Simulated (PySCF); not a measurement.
Compound: C₃H₄BBrF₂.
Atom-mapped SMILES: `[BH2:1]/[C:2]([F:3])=[C:4](\[Br:5])[CH2:6][F:7]` (hydrogens: H8, H9 on B1; H10, H11 on C6)

Cartesian coordinates in Å at the PBE0-D3(BJ)/def2-SVP level; atoms count from 1:
```
atom  x, y, z in Å
B1     2.0857    0.5277    0.4982
C2     0.6588    0.4859   -0.0766
F3     0.3334    1.4602   -0.9572
C4    -0.3301   -0.4126    0.1662
Br5   -0.1257   -1.8388    1.3527
C6    -1.6851   -0.3098   -0.4668
F7    -2.1709   -1.5323   -0.8190
H8     2.8446    1.3677    0.0862
H9     2.4255   -0.2648    1.3347
H10   -1.6177    0.3345   -1.3566
H11   -2.3816    0.1580    0.2540
```

Method used: PBE0-D3(BJ)/def2-SVP geometry optimisation, gas phase in PySCF.

Masses are those of the commonest isotopes; rigid-rotor values at the optimised geometry. The values belong to one conformer with, in the numbering `[BH2:1]/[C:2]([F:3])=[C:4](\[Br:5])[CH2:6][F:7]`, C2–C4–C6–F7 141°.

(1) Give the principal moments of inertia and the rotational constants in cm⁻¹.

(2) What kind of rotor is it?

(3) Is it planar, by Δ = Ic − Ia − Ib?

(4) Give the other two planar moments, Paa and Pbb, and the rms extents of the mass along the axes.

(5) List the rotational levels J(Ka,Kc) to J = 3 (K).

(6) Which lines would a microwave search look for?

(7) Estimate the classical rotational partition function at 10 K, 200 K and 500 K.

Answers

(1) Ia = 240.19, Ib = 357.11, Ic = 582.99 u·Å²; 505379 MHz·u·Å²/I gives 2104, 1415 and 866.9 MHz, that is A = 0.07018, B = 0.04721, C = 0.02892 cm⁻¹.

(2) An asymmetric top. Ray's parameter κ = (2B − A − C)/(A − C) = -0.114; −1 is the prolate and +1 the oblate limit.

(3) Not planar: Δ = Ic − Ia − Ib = -14.31 u·Å². For a rigid frame Δ = −2 Σ m c², so Σ m c² = 7.16 u·Å² lies off the ab plane: 2.27 from hydrogen and 4.89 from heavier atoms. The atom farthest from that plane is 1.42 Å away.

(4) Paa = Σ m a² = (Ib + Ic − Ia)/2 = 349.95 and Pbb = Σ m b² = (Ia + Ic − Ib)/2 = 233.04 u·Å². With the mass M = 167.96 u, the rms extents √(P/M) along a, b and c are 1.44, 1.18, 0.21 Å.

(5) Above 0(0,0), as E/k:
J = 1: 1(0,1) 0.110, 1(1,1) 0.143, 1(1,0) 0.169
J = 2: 2(0,2) 0.318, 2(1,2) 0.335, 2(1,1) 0.414, 2(2,1) 0.513, 2(2,0) 0.524
J = 3: 3(0,3) 0.612, 3(1,3) 0.619, 3(1,2) 0.774, 3(2,2) 0.842, 3(2,1) 0.887, 3(3,1) 1.079, 3(3,0) 1.082

(6) The dipole components are |μa| = 0.16 D, |μb| = 0.00 D, |μc| = 0.95 D. Intensities carry the squares of the components, which stand as 0.03 : 0.00 : 1.00 (a : b : c). Some of the stronger lines:

```tsv
type	branch	J(Ka,Kc)	MHz	lower level (cm⁻¹)
c	Q	2(1,2) ← 2(0,2)	362	0.221
c	Q	1(1,1) ← 1(0,1)	689	0.076
c	Q	4(2,3) ← 4(1,3)	787	0.857
c	Q	3(2,2) ← 3(1,2)	1425	0.538
c	Q	2(2,1) ← 2(1,1)	2067	0.288
c	Q	4(3,2) ← 4(2,2)	3185	0.959
c	R	1(1,0) ← 0(0,0)	3519	0.000
c	Q	3(3,1) ← 3(2,1)	3993	0.617
c	Q	4(4,1) ← 4(3,1)	6101	1.078
c	R	2(1,1) ← 1(0,1)	6350	0.076
c	R	2(2,0) ← 1(1,0)	7400	0.117
c	R	2(2,1) ← 1(1,1)	7727	0.099
c	R	3(1,2) ← 2(0,2)	9495	0.221
c	R	3(2,1) ← 2(1,1)	9854	0.288
c	R	3(2,2) ← 2(1,2)	10558	0.233
c	R	3(3,0) ← 2(2,0)	11621	0.364
c	R	3(3,1) ← 2(2,1)	11780	0.357
c	R	4(2,2) ← 3(1,2)	12618	0.538
c	R	4(1,3) ← 3(0,3)	12955	0.425
c	R	4(2,3) ← 3(1,3)	13602	0.430
c	R	4(3,1) ← 3(2,1)	13822	0.617
c	R	4(3,2) ← 3(2,2)	14379	0.585
c	R	4(4,0) ← 3(3,0)	15882	0.752
c	R	4(4,1) ← 3(3,1)	15930	0.750
```

(7) Point group C1, symmetry number σ = 1; q = (√π/σ)·√((kT/h)³/(ABC)), k/h = 20836.6 MHz/K: 3320 at 10 K, 297000 at 200 K, 1170000 at 500 K.

No frequency check. No vibrational averaging or centrifugal distortion is included, and the geometry carries the error of its method. Quadrupole hyperfine structure (11B, 79Br) is left out.
